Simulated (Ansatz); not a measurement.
Correlation energies of C₅H₂F₆O₃Sn, SMILES `[OH][Sn-]1[O]C(C(F)(F)F)=CC(C(F)(F)F)=[O+]1` by basis set

```xyz
17

O    -0.7904   -0.6884    2.7504
Sn   -0.6848   -2.2746    1.5685
O    -1.6099   -1.0518    0.0077
C    -1.1284   -0.0339   -0.5448
C    -2.1739    0.7719   -1.3347
F    -3.1771    1.1236   -0.5369
F    -2.6658    0.0223   -2.3207
F    -1.6659    1.8794   -1.8739
C     0.1906    0.4029   -0.5481
C     1.2095   -0.3245    0.0545
C     2.6579    0.1711   -0.0966
F     3.3702   -0.7273   -0.7762
F     3.2144    0.3266    1.1003
F     2.7363    1.3331   -0.7439
O     1.1227   -1.3915    0.7081
H    -1.0439   -0.8482    3.6617
H     0.4384    1.3090   -1.0754
```

The species carries charge 0 and has multiplicity 1. Correlated methods include outer-core shells of Sn, which these sets cover unevenly. Sn: def2 effective core potential. The geometry is a stationary point of PBE0-D4/def2-TZVP. It is one conformer, not always the lowest. Frozen core, restricted reference, the Gaussian-basis code of Ansatz.

| basis | HF (Eh) | MP2 corr. |
| --- | --- | --- |
| def2-SVP | -1224.34341 | -2.36961 |
| def2-TZVPP | -1225.59782 | -3.25655 |
| def2-QZVPP | -1225.64424 | -3.72288 |

Question: Estimate the CCSD correlation energy and the (T) correction in each basis where they were run (hartree).

Answer: 
```csv
basis,CCSD corr.,(T)
def2-SVP,-2.40824,-0.06761
def2-TZVPP,-3.24889,-0.12507
```
